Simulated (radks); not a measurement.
The numbers below are computed, except where a source is named.
Effect of the nuclear size on neutral lanthanum, [Xe] 5d1 6s2. Code: a radial shooting solver on a logarithmic mesh with Libxc functionals. Model: Dirac Kohn-Sham, LDA (Slater exchange, Perdew-Wang correlation), spin-unpolarised, spherical densities, finite nucleus; open shells fill j = l - 1/2 first; Fermi nuclear charge, rms radius 4.855 fm. The rms radius is varied about that value; shifts are against it.

| rms radius (fm) | total energy shift (eV) | density at nucleus (e/bohr^3) | 1s1/2 shift (meV) | 2s1/2 shift (meV) | 5p1/2 shift (meV) | 6s1/2 shift (meV) | 5d3/2 shift (meV) | 6p1/2 (empty) shift (meV) |
|---|---|---|---|---|---|---|---|---|
| 4.1996 | -2.35 | 3.606e+05 | -979 | -119 | 0.167 | -0.055 | 0.100 | 0.042 |
| 4.5783 | -1.03 | 3.544e+05 | -427 | -51.7 | 0.073 | -0.024 | 0.044 | 0.018 |
| 4.855 | 0 | 3.503e+05 | 0.000 | 0.000 | 0.000 | 0.000 | 0.000 | 0.000 |
| 5.122 | 1.04 | 3.465e+05 | 431 | 52.2 | -0.073 | 0.024 | -0.044 | -0.018 |
| 5.8746 | 4.19 | 3.372e+05 | 1740 | 211 | -0.297 | 0.097 | -0.178 | -0.074 |

Slopes of the eigenvalues against <r^2> in GHz/fm^2, as finite differences over the two radii next to the reference (eigenvalue slopes, not the field-shift constants of lines): 1s1/2 39300, 2s1/2 4760, 5p1/2 -6.69, 6s1/2 2.19, 5d3/2 -4.01, 6p1/2 (empty) -1.67.
